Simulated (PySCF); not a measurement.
Compound: C5H13BSSi.
SMILES with atom numbers: `[SiH3:1][S:2][C@@H:3]1[BH:4][CH2:5][CH2:6][CH2:7][CH2:8]1` (hydrogens: H9, H10, H11 on Si1; H12 on C3; H13 on B4; H14, H15 on C5; H16, H17 on C6; H18, H19 on C7; H20, H21 on C8)

Geometry (PBE0-D3(BJ)/def2-SVP, Å), atoms numbered from 1 in this order:
```
atom  x, y, z in Å
Si1    2.967    0.974   -0.147
S2     2.189   -0.108    1.527
C3     0.454   -0.303    0.941
B4     0.316   -1.072   -0.428
C5    -0.954   -0.830   -1.305
C6    -1.719    0.465   -1.029
C7    -1.769    0.801    0.459
C8    -0.375    0.976    1.055
H9     2.639    2.433   -0.133
H10    4.450    0.820   -0.144
H11    2.380    0.389   -1.397
H12    0.044   -1.054    1.651
H13    1.109   -1.943   -0.706
H14   -0.750   -0.985   -2.378
H15   -1.582   -1.708   -1.031
H16   -2.740    0.413   -1.440
H17   -1.224    1.297   -1.560
H18   -2.353    1.722    0.618
H19   -2.307    0.003    1.002
H20   -0.430    1.302    2.106
H21    0.139    1.791    0.515
```

The closed-shell ground state was solved at several levels (PySCF, density fitting, gas phase, non-relativistic).

```tsv
level	basis functions	HOMO (eV)	LUMO (eV)	gap (eV)	dipole (D)
B97-2/pcSseg-1	215	-6.54	-1.15	5.39	2.09
PBE0/def2-SVPD	275	-6.76	-1.18	5.58	2.14
```

Problem. Estimate the row for PBE0/pcSseg-1, a basis of 215 functions; the other rows only guide the guess.

Solution. HOMO -6.78 eV, LUMO -1.19 eV, gap 5.59 eV, dipole 2.10 D.

Problem. How far do the dipole and the HOMO energy spread over the levels?

Solution. The dipole runs from 2.09 to 2.14 D (mean 2.11 D) and the HOMO from -6.78 to -6.54 eV.

One conformer stands for the species.
